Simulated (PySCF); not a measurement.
**A small calculation by hand: oscillator strength and radiative lifetime**

B(Cl)(H)(iPr) (C3H8BCl), SMILES CC(C)BCl.

Geometry optimised at ωB97X-D3(BJ)/def2-SVP. One conformer was computed; it need not be the lowest.

PySCF with TDDFT-LC-ωPBE/def2-SVPD puts the first singlet state with f over 0.02 at 7.80 eV (vertical), with the transition dipole (-0.419, -0.679, 0.432) in atomic units.

Q: Find the oscillator strength, the wavelength and the radiative lifetime that this transition would have in vacuum if emission retraced absorption.

A: 
|μ|² = 0.8232 au, so |μ| = 2.31 D. ΔE = 7.80/27.211 = 0.2866 hartree. f = (2/3) ΔE |μ|² = 0.157 (the program prints 0.157).
λ = 1239.84/7.80 = 159 nm; ν = 62911 cm⁻¹.
Einstein's coefficient A = 0.6670 ν² f s⁻¹ (ν in cm⁻¹) = 4.2e8 s⁻¹, so τ = 1/A = 2.4 ns. This state is S4; the lower singlets have f = 0.000, 0.005, 0.006. The figure is the radiative limit of this one transition; relaxation, internal conversion, crossing to triplets and a medium change what is measured.
